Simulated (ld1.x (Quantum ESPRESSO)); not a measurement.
**Varying the TM potential for Bi**

Base potential:

```json
{
 "Element": "Bi (Z = 83)",
 "Generator": "ld1.x (Quantum ESPRESSO) 7.5",
 "Type": "norm-conserving Troullier–Martins (Kleinman–Bylander form)",
 "Functional": "PBE",
 "Relativity": "scalar-relativistic",
 "Frozen core": "[Xe] 4f14",
 "Valence charge": "15",
 "Reference configuration": "5d10 6s1.5 6p3.5",
 "Partial waves": "6s (bound): rc 1.80 bohr; 6p (bound): rc 1.95 bohr; 5d (bound): rc 1.90 bohr",
 "Local potential": "all-electron potential smoothed inside 1.35 bohr (lloc = -1)",
 "Core correction": "Bessel-smoothed model core inside 0.95 bohr"
}
```

All-electron outer shells of the reference configuration (PBE, scalar-relativistic, ld1.x):

```csv
shell,level (eV),outermost node (bohr),outermost maximum (bohr)
4f,-153.49,–,0.34
5p,-96.74,0.48,0.86
5d,-27.90,0.51,1.03
6s,-15.00,0.98,1.86
6p,-4.91,1.14,2.44
```

Cutoffs, loose and tight: the cutoffs (Ry, on a coarse ladder) from which the occupation-weighted sum of valence levels, in a spherical-Bessel basis at the reference potential, stays within 10 and 1 mRy of its value at 400 Ry. They do not see the model core or the augmentation charge, which bear on the density cutoff. Test errors are all-electron minus pseudo excitation energies from the reference, over the configurations 5d10 6s2 6p3; 5d10 6s2 6p2; 5d10 6s2 6p1; 5d10 6s1 6p4; 5d10 6s0 6p5; 5d10 6s1 6p3; 5d10 6s1 6p0. A dash means not determined; rows that change the core or the reference have their own tests.

A true bound ghost makes a file unfit for plane-wave use even where its test errors are small: the radial tests pick states by their node count and pass the ghost by.

```csv
change,outcome,"cutoff, loose","cutoff, tight",bound ghosts,largest test error (meV)
base,generated,55 Ry,90 Ry,"s, p",-55
wave 6p (bound): rc 1.95 bohr becomes 6p (bound): rc 1.26 bohr,failed: run_pseudo: Errors in PS-KS equation,–,–,–,–
wave 6p (bound): rc 1.95 bohr becomes 6p (bound): rc 1.46 bohr,generated,200 Ry,over 300 Ry,"p, s",-180
wave 6p (bound): rc 1.95 bohr becomes 6p (bound): rc 1.72 bohr,generated,70 Ry,110 Ry,"s, p",-44
wave 6p (bound): rc 1.95 bohr becomes 6p (bound): rc 1.92 bohr,generated,55 Ry,90 Ry,"s, p",-55
wave 6p (bound): rc 1.95 bohr becomes 6p (bound): rc 2.18 bohr,generated,55 Ry,90 Ry,"s, p",-58
wave 6p (bound): rc 1.95 bohr becomes 6p (bound): rc 2.38 bohr,generated,55 Ry,90 Ry,"s, p",-56
wave 6p (bound): rc 1.95 bohr becomes 6p (bound): rc 2.68 bohr,generated,55 Ry,90 Ry,"s, p",-71
wave 6p (bound): rc 1.95 bohr becomes 6p (bound): rc 2.86 bohr,generated,55 Ry,90 Ry,"s, p",-103
```

Reading the sweep of the p radius (base included, trends over the rows without a ghost): Bound ghosts are found at 1.46, 1.72, 1.92, 1.95, 2.18, 2.38, 2.68, 2.86 bohr. Every judged row has one, so this setting neither creates nor removes them. The generation fails at 1.26 bohr.
